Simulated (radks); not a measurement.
The numbers below are computed, except where a source is named.
The antimony ion Sb2+ inside a hard spherical wall (all orbitals vanish at R), configuration held at [Kr] 4d10 5s2 5p1 and not refilled when levels cross. Code: a radial shooting solver on a logarithmic mesh with Libxc functionals. Model: scalar-relativistic Kohn-Sham, r2SCAN, spin-polarised, spherical densities, finite nucleus; open shells are filled with parallel spins first (spin-orbit coupling, left out, can overturn this in heavy ions); meta-GGA in the generalised Kohn-Sham scheme; Fermi nuclear charge, rms radius 4.6802 fm. Eigenvalues in eV for spin up, with the zero of energy where the potential of the charges vanishes at infinity; a dash marks a level that is unbound or too diffuse for the functional's potential to be trusted. A positive occupied level is held by the wall or, in an anion where self-interaction has pushed it up, behind a barrier. The pressure on the wall is -dE/dV.

R (bohr)  E (hartree)  kinetic (hartree)    e(4p)    e(4d)    e(5s)    e(5p)  e(5d, empty)  e(6s, empty)  pressure (GPa)
free      -6481.25682           6778.739  -123.08  -52.841  -30.323  -20.658        -8.844             -               0
20        -6481.25682           6778.739  -123.08  -52.841  -30.323  -20.658        -8.844             -        < 0.0001
10        -6481.25682           6778.739  -123.08  -52.841  -30.323  -20.658        -8.828        -8.618        < 0.0001
8         -6481.25676           6778.740  -123.08  -52.838  -30.321  -20.655        -8.704        -8.109         0.00408
6         -6481.25367           6778.774  -122.97  -52.731  -30.247  -20.528        -7.762        -5.070           0.404
5         -6481.23465           6778.931  -122.54  -52.325  -29.921  -19.959        -5.793         0.441            3.98
4         -6481.10889           6779.716  -120.94  -50.805  -28.290  -17.312         0.246        15.822            41.0
3.5       -6480.87658           6780.918  -119.04  -49.009  -25.713  -13.475         7.374        32.962             139
2.5       -6478.41668           6791.629  -108.03  -38.273   -3.471   15.488        50.042        128.83            2350
